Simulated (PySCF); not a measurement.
## Electron correlation in Ir⁺ (iridium, charge +1)

Starting occupation: [Xe] 4f14 5d7 6p1, 5d3/2 with m_j = +1/2, +3/2, 5d5/2 with m_j = -3/2, -1/2, +1/2, +3/2, +5/2, 6p3/2 with m_j = +3/2. Computed with PySCF 2.14 in x2c-TZVPall-2c with one added diffuse shell each of s, p, d type (12s12p11d2f, 117 functions), with X2C-1e with screened-nucleus spin-orbit coupling, Gaussian nucleus. Frozen: [Kr] 4d10 4f14; 16 electrons correlated; the 34 highest virtual spinors left out.

MP2 pair energies summed by pair of shells (mhartree):

```
 pair   energy  share (%)
5d-5d  -100.40       35.1
5d-5p   -95.38       33.3
5p-5p   -37.62       13.1
5d-6p   -18.29        6.4
5p-5s   -14.80        5.2
5d-5s   -12.06        4.2
5p-6p    -4.34        1.5
5s-5s    -2.96        1.0
5s-6p    -0.21        0.1
```

Total MP2 correlation energy: -286.06 mhartree.

The GHF reference relaxed away from the jj start to a determinant that is no pure jj level (⟨S²⟩ = 1.75, ⟨J²⟩ = 43.17); the energies belong to that determinant.

This basis was not built for core-valence correlation, so the inner-shell part is incomplete.
